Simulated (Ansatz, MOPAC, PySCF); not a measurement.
Bond stretch in GaS (cation, charge +1), lowest triplet found (which spin is the ground state isn't settled by this scan).

UKS-B3LYP/6-31G* = PySCF 2.14.0 with unrestricted B3LYP/6-31G*, spherical d; AM1, unrestricted, heats of formation (MOPAC); UHF/LANL2DZ = unrestricted Hartree-Fock/LANL2DZ, with its core potentials past Ne (PySCF 2.14.0); FCI = full CI/cc-pVDZ, cores with 3d frozen (Ansatz, an electronic-structure program).

Energies relative to the lowest point of each curve between 2.57 and 3.63 Å, where full CI is lowest, in kJ/mol; the last columns give the difference from FCI:

| R / Å | UKS-B3LYP/6-31G* | AM1 | UHF/LANL2DZ | FCI | UKS-B3LYP/6-31G* − FCI | AM1 − FCI | UHF/LANL2DZ − FCI |
|---|---|---|---|---|---|---|---|
| 2.57 | 16.9 | 17.9 | 51.3 | 21.7 | -4.9 | -3.9 | 29.6 |
| 2.67 | 7.6 | 20.8 | 33.7 | 11.0 | -3.4 | 9.8 | 22.7 |
| 2.84 | 0.0 | 0.0 | 14.6 | 1.8 | -1.8 | -1.8 | 12.8 |
| 3.07 | 0.4 | 28.4 | 2.7 | 0.0 | 0.4 | 28.4 | 2.7 |
| 3.31 | 7.0 | 68.2 | 0.0 | 4.4 | 2.6 | 63.9 | -4.4 |
| 3.63 | 18.3 | 92.3 | 3.0 | 13.2 | 5.0 | 79.1 | -10.2 |
| 4.04 | 31.4 | 114.4 | 9.6 | 24.3 | 7.0 | 90.0 | -14.7 |
| 4.48 | 41.8 | 128.0 | 15.6 | 33.6 | 8.2 | 94.4 | -18.0 |
| 4.98 | 49.6 | 136.2 | 20.1 | 40.7 | 8.9 | 95.5 | -20.6 |
| 5.73 | 56.0 | 142.4 | 23.9 | 46.2 | 9.8 | 96.2 | -22.3 |
| 6.52 | 59.1 | 146.1 | 25.9 | 48.7 | 10.4 | 97.4 | -22.8 |
| 7.66 | 60.9 | 149.2 | 27.2 | 50.2 | 10.7 | 99.0 | -23.0 |

UKS-B3LYP/6-31G* is furthest from FCI at 7.66 (10.7 kJ/mol, above); its mean absolute difference over the points is 6.1 kJ/mol.

AM1 is furthest from FCI at 7.66 (99.0 kJ/mol, above); its mean absolute difference over the points is 63.3 kJ/mol.

UHF/LANL2DZ is furthest from FCI at 2.57 (29.6 kJ/mol, above); its mean absolute difference over the points is 17.0 kJ/mol.

The scan ran from 1.65 to 7.66 Å; beyond the distances shown full CI changes its symmetry label.
